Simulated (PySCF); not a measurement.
## Ionising RbF

RHF-CCSD(T); Rb def2-SVPD with ECP28, F def2-SVPD; scalar-relativistic core potentials (PySCF 2.14). Neutral (RHF): singlet (closed shell), Re = 2.382 Å, ωe = 356 cm⁻¹, De = 4.81 eV.

RbF⁻ (UHF): doublet (σ ↑), Re = 2.477 Å, ωe = 293 cm⁻¹, De = 1.84 eV to Rb + F⁻. The energies at the minima are -123.49003 hartree for RbF and -123.50193 for RbF⁻.

Question: Work out the adiabatic electron affinity, without and with harmonic zero-point energies (1 hartree = 27.2114 eV, 1 eV = 8065.5 cm⁻¹), and the change of the bond length.

Answer: At CCSD(T): 0.01190 hartree = 0.324 eV between the minima; the zero-point term (356.0 − 293.0)/2 cm⁻¹ = +0.004 eV makes it 0.328 eV. Re changes by +9.5 pm against the neutral. The electron enters a σ orbital, and the longer bond of the ion fits an antibonding orbital, or a change in how ionic the bond is.

Correlated steps freeze 1 core orbital. Correlated levels converge slowly with the basis: in double zeta they bind strong bonds too weakly, by up to about 1 eV, and carry superposition errors of some tenths. Spin–orbit coupling is left out. For an ion De counts to the pair picked by the measured ionisation energies or electron affinities, which need not be the lowest pair at this level. Where the molecule has an RHF reference, its open-shell atoms are computed with UHF. States were picked by a PBE0 search and need not be the measured ground states.

Neutral and ion stand on different kinds of reference determinant, which adds to the error of the difference.
